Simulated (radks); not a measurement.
Results of a calculation; reference values are marked as such.
Au XLIX, 31 electrons, occupied as [Ar] 3d10 4s2 4p(up 1, down 0).

Code: a radial shooting solver on a logarithmic mesh with Libxc functionals. Model: scalar-relativistic Kohn-Sham, LDA (Slater exchange, Perdew-Wang correlation), spin-polarised, spherical densities, finite nucleus; Fermi nuclear charge, rms radius 5.4371 fm.

Energy parts (Ry):
total: -34676.4857
kinetic: 39128.9919
electron-nucleus: -79794.9179
Hartree: 6496.9273
exchange-correlation: -507.4870

Orbitals (lengths in bohr, moments of r in powers of bohr):
| orbital | occ. | eigenvalue (Ry) | <r^4> |
|---|---|---|---|
| 1s up | 1 | -6116.284 | 4.256e-07 |
| 1s down | 1 | -6116.192 | 4.256e-07 |
| 2s up | 1 | -1230.279 | 0.00006185 |
| 2s down | 1 | -1230.222 | 0.00006185 |
| 2p up | 3 | -1089.628 | 0.00004997 |
| 2p down | 3 | -1089.551 | 0.00004997 |
| 3s up | 1 | -422.0409 | 0.002078 |
| 3s down | 1 | -421.9490 | 0.002076 |
| 3p up | 3 | -380.9670 | 0.002223 |
| 3p down | 3 | -380.8653 | 0.002219 |
| 3d up | 5 | -338.6384 | 0.001634 |
| 3d down | 5 | -338.5474 | 0.001631 |
| 4s up | 1 | -205.5938 | 0.02882 |
| 4s down | 1 | -205.1464 | 0.02881 |
| 4p up | 1 | -189.9909 | 0.03288 |
| 4p down | 0 | -189.5418 | 0.03290 |

The highest occupied level is 4p up at -2585.0 eV. For comparison, the ionisation energy in NIST's Atomic Spectra Database is 2708 eV (theoretical). In exact Kohn-Sham theory the highest level is minus the ionisation energy, but local and semilocal functionals leave it too shallow, through self-interaction and a potential that decays too fast; potentials with the right tail come closer. Summed over all electrons, <r^2> = 1.097 bohr^2, which gives a Langevin (diamagnetic) susceptibility term of -0.869 x 10^-6 cm^3/mol. The electron density at the nucleus is 2.298e+06 e/bohr^3 (large components only). The spin density at the nucleus is -32.27 e/bohr^3 (1s -16.42, 2s 3.18, 3s -5.61, 4s -13.42). The density falls to 0.001 e/bohr^3 at r = 0.88 bohr. Spin moment in Bohr magnetons: 1.
